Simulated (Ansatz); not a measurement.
Born–Oppenheimer molecular dynamics of Cl2HInO (5 atoms, charge 0, multiplicity 1). It starts from a relaxed structure.

Theory: RKS PBE0-D4/def2-SVP (Ansatz 0.2.0).

| Quantity | Value |
| --- | --- |
| ensemble | NVT, Langevin thermostat |
| time step | 0.5 fs |
| steps asked | 100 |
| set temperature | 2000 K |
| friction | 0.005 /fs |
| seed | 951822 |

First frame:

```xyz
5
Properties=species:S:1:pos:R:3
In -0.003 -0.036 -0.016
O 0.002 -0.125 1.960
H -0.897 -0.152 2.310
Cl 2.002 0.045 -1.181
Cl -2.014 -0.013 -1.197
```

Task: How far do the bonds stretch over the last three quarters of this one trajectory? (Pairs bonded in most of those frames.)

Result: 
```
   bond  mean (Å)  spread (Å)  shortest  longest
 In1–O2     2.029       0.071      1.93     2.11
In1–Cl4     2.439       0.037      2.35     2.48
In1–Cl5     2.345       0.026      2.28     2.37
  O2–H3     0.980       0.047      0.90     1.05
```

Mean temperature of the second half: 1162 K. The mean temperature of the second half is 42 % below the set value. A run of 0.05 ps of so small a system gives no equilibrium averages.

Time of the run: 2.9 min on 2 threads of Arm Neoverse V2, on a shared host, peak memory 0.17 GiB.
